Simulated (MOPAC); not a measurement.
Input file for MOPAC: AM1 on GaH3O2 (SMILES [OH][GaH][OH]), a point of a bond scan (R = 0.867 Å).

```
AM1 1SCF PRECISE CHARGE=0 THREADS=1
GaH3O2

Ga    -0.24404156 1    -0.17751198 1    -0.15122784 1
H     -1.35423056 1    -1.01629250 1    -0.82710093 1
O      0.02041342 1     1.53779605 1    -0.57659188 1
H      0.67009402 1     1.90007378 1    -0.13132535 1
O      0.90232372 1    -0.75596542 1     1.10558427 1
H      0.79534111 1    -1.67580809 1     1.36507609 1
```

It printed:

```
*******************************************************************************
 **                                                                           **
 **                              MOPAC v23.2.5                                **
 **                                                                           **
 *******************************************************************************
 ** MOPAC's Digital Object Identifier: https://doi.org/10.5281/zenodo.6511958 **
 **                                                                           **
 ** Please cite the open-source release paper for use of this MOPAC version:  **
 ** J. E. Moussa and J. J. P. Stewart (2026)                                  **
 ** MOPAC: An open-source semiempirical molecular orbital program             **
 ** J. Open Source Softw., 11(119), 8025, https://doi.org/10.21105/joss.08025 **
 *******************************************************************************

                              AM1 CALCULATION RESULTS

 *******************************************************************************
 *  AM1        - The AM1 Hamiltonian to be used
 *
 *
 *
 *                 CHARGE ON SYSTEM = 0
 *
 *
 *
 *  PRECISE    - TIGHTER CRITERIA TO BE USED
 *  1SCF       - DO 1 SCF AND THEN STOP
 *  THREADS=1  - MULTI-THREADING NOT USED
 *  T=         - A TIME OF 172800.0 SECONDS REQUESTED
 *  DUMP=N     - RESTART FILE WRITTEN EVERY 7200.0 SECONDS REQUESTED
 *******************************************************************************
AM1 1SCF PRECISE CHARGE=0 THREADS=1
 GaH3O2

   ATOM   CHEMICAL          X               Y               Z
  NUMBER   SYMBOL      (ANGSTROMS)     (ANGSTROMS)     (ANGSTROMS)

     1      Ga         -0.24404156  *  -0.17751198  *  -0.15122784  *
     2       H         -1.35423056  *  -1.01629250  *  -0.82710093  *
     3       O          0.02041342  *   1.53779605  *  -0.57659188  *
     4       H          0.67009402  *   1.90007378  *  -0.13132535  *
     5       O          0.90232372  *  -0.75596542  *   1.10558427  *
     6       H          0.79534111  *  -1.67580809  *   1.36507609  *



          CARTESIAN COORDINATES

    NO.       ATOM           X           Y           Z

     1        Ga         -0.2440     -0.1775     -0.1512
     2         H         -1.3542     -1.0163     -0.8271
     3         O          0.0204      1.5378     -0.5766
     4         H          0.6701      1.9001     -0.1313
     5         O          0.9023     -0.7560      1.1056
     6         H          0.7953     -1.6758      1.3651

  H: (AM1): M.J.S. DEWAR ET AL, J. AM. CHEM. SOC. 107 3902-3909 (1985)
  O: (AM1): M.J.S. DEWAR ET AL, J. AM. CHEM. SOC. 107 3902-3909 (1985)
 Ga: (AM1): J. J. P. STEWART, J. MOL. MOD., 10, 155-164 (2004)

           Empirical Formula: H3 O2 Ga  =     6 atoms



      MOLECULAR POINT GROUP   :   Cs


      RHF CALCULATION, NO. OF DOUBLY OCCUPIED LEVELS = 9


 -------------------------------------------------------------------------------
 AM1 1SCF PRECISE CHARGE=0 THREADS=1
 GaH3O2



     1SCF WAS SPECIFIED, SO BFGS WAS NOT USED
     SCF FIELD WAS ACHIEVED


                              AM1 CALCULATION
                                                       MOPAC v23.2.5 Linux




          FINAL HEAT OF FORMATION =        -27.99426 KCAL/MOL =    -117.12798 KJ/MOL


          COSMO AREA              =         89.10 SQUARE ANGSTROMS
          COSMO VOLUME            =         70.58 CUBIC ANGSTROMS

          IONIZATION POTENTIAL    =         11.515353 EV
          HOMO LUMO ENERGIES (EV) =        -11.515 -1.982
          NO. OF FILLED LEVELS    =          9
          MOLECULAR WEIGHT        =        104.7575         POINT GROUP:  Cs

          MOLECULAR DIMENSIONS (Angstroms)

            Atom       Atom       Distance
            H     6    H     4     3.87838
            O     5    H     2     2.92581
            H     4    O     3     0.00000


          SCF CALCULATIONS        =          1





   ATOM   CHEMICAL          X               Y               Z
  NUMBER   SYMBOL      (ANGSTROMS)     (ANGSTROMS)     (ANGSTROMS)

     1      Ga         -0.24404156  *  -0.17751198  *  -0.15122784  *
     2       H         -1.35423056  *  -1.01629250  *  -0.82710093  *
     3       O          0.02041342  *   1.53779605  *  -0.57659188  *
     4       H          0.67009402  *   1.90007378  *  -0.13132535  *
     5       O          0.90232372  *  -0.75596542  *   1.10558427  *
     6       H          0.79534111  *  -1.67580809  *   1.36507609  *

                             CARTESIAN COORDINATES

   1   Ga       -0.244041560    -0.177511980    -0.151227840
   2    H       -1.354230560    -1.016292500    -0.827100930
   3    O        0.020413420     1.537796050    -0.576591880
   4    H        0.670094020     1.900073780    -0.131325350
   5    O        0.902323720    -0.755965420     1.105584270
   6    H        0.795341110    -1.675808090     1.365076090


           Empirical Formula: H3 O2 Ga  =     6 atoms



      MOLECULAR POINT GROUP   :   Cs


                  EIGENVALUES
 -36.36741 -35.21536 -17.70546 -17.04909 -13.77710 -13.44725 -12.76597 -11.93347
 -11.51535  -1.98179  -0.32966  -0.21908   0.04802   5.50186   6.72659


              NET ATOMIC CHARGES AND DIPOLE CONTRIBUTIONS

  ATOM NO.   TYPE          CHARGE      No. of ELECS.   s-Pop       p-Pop
    1         Ga           0.630305        2.3697     0.30883     2.06087
    2          H          -0.045701        1.0457     1.04570
    3          O          -0.494721        6.4947     1.82522     4.66950
    4          H           0.219039        0.7810     0.78096
    5          O          -0.510780        6.5108     1.86399     4.64679
    6          H           0.201860        0.7981     0.79814
 DIPOLE           X         Y         Z       TOTAL
 POINT-CHG.    -1.228    -1.740    -0.433     2.173
 HYBRID         0.333    -0.408     0.458     0.698
 SUM           -0.895    -2.148     0.025     2.327


          ATOMIC ORBITAL ELECTRON POPULATIONS

     Atom    s        px        py        pz
    1 Ga   0.30883   0.79186   0.63306   0.63595
    2  H   1.04570
    3  O   1.82522   1.45622   1.61576   1.59752
    4  H   0.78096
    5  O   1.86399   1.70055   1.28135   1.66489
    6  H   0.79814

 **********************
 *                    *
 * JOB ENDED NORMALLY *
 *                    *
 **********************




 == MOPAC DONE ==
```

The run finished.

Cost: roughly 0.03 core-seconds.
